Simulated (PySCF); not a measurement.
Species: C6H15PSi2.
Numbering: `[CH2:1]=[CH:2][P:3]1[CH2:4][CH2:5][SiH:6]([SiH3:7])[CH2:8][CH2:9]1`

NICS is the negative of the GIAO shielding at a point without a nucleus: at the ring centre (0) and 1 Å above and below it (1); zz is the component along the ring normal. Level: GIAO PBE0/pcSseg-1 (PySCF, non-relativistic, gas phase) on the GFN2-xTB geometry, one conformer.

Ring bond lengths (Å), with Mayer bond orders in brackets: P3–C4 1.859 (0.94), C4–C5 1.525 (1.03), C5–Si6 1.912 (0.90), Si6–C8 1.912 (0.90), C8–C9 1.524 (1.03), C9–P3 1.866 (0.94).

Task: Give the NICS values of each ring in ppm.

Result: 
```tsv
ring	type	NICS(0)	NICS(1), two faces	NICS(1)zz, two faces	rms pucker (Å)	centre to ring atoms, mean (Å)
P3–C4–C5–Si6–C8–C9	6-membered ring with P and Si; formal bonds all single	-2.9	-2.6 / -2.0	3.9 / 4.8	0.31	1.68
```

Task: What do they say, and how far can they be read as aromaticity?

Result: 
- P3–C4–C5–Si6–C8–C9: mean NICS(1)zz 4.3 ppm, deshielded. C4, C5, Si6, C8, C9 have four or more neighbours; no verdict on aromaticity is drawn.

Task: Give the inner angles of the rings and the Hirshfeld charges of the ring atoms.

Result: 
- P3–C4–C5–Si6–C8–C9: P3 98.0° (+0.151 e), C4 110.9° (-0.115 e), C5 111.3° (-0.162 e), Si6 106.4° (+0.277 e), C8 111.5° (-0.162 e), C9 110.7° (-0.115 e); sum 648.9° against 720° for a flat convex ring.
